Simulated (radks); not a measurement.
Zr, 40 electrons, occupied as [Kr] 4d3 5p1 (not the ground configuration). Method: Dirac Kohn-Sham, PBE, spin-unpolarised, spherical densities, point nucleus; open shells fill j = l - 1/2 first; computed with a radial shooting solver on a logarithmic mesh with Libxc functionals.

Spin-orbit splittings of the eigenvalues, e(l+1/2) - e(l-1/2), with zeta = 2 splitting/(2l+1) and mean radii in bohr:

| shell | occ. | splitting (eV) | zeta (eV) | <r> j=l-1/2 | <r> j=l+1/2 |
|---|---|---|---|---|---|
| 2p | 6 | 85.86 | 57.24 | 0.1387 | 0.1430 |
| 3p | 6 | 13.67 | 9.112 | 0.4549 | 0.4654 |
| 3d | 10 | 2.496 | 0.9986 | 0.4505 | 0.4540 |
| 4p | 6 | 1.744 | 1.163 | 1.357 | 1.389 |
| 4d | 3 | 0.1164 | 0.04656 | 2.411 | 2.446 |
| 5p | 1 | 0.08561 | 0.05707 | 5.300 | 5.431 |
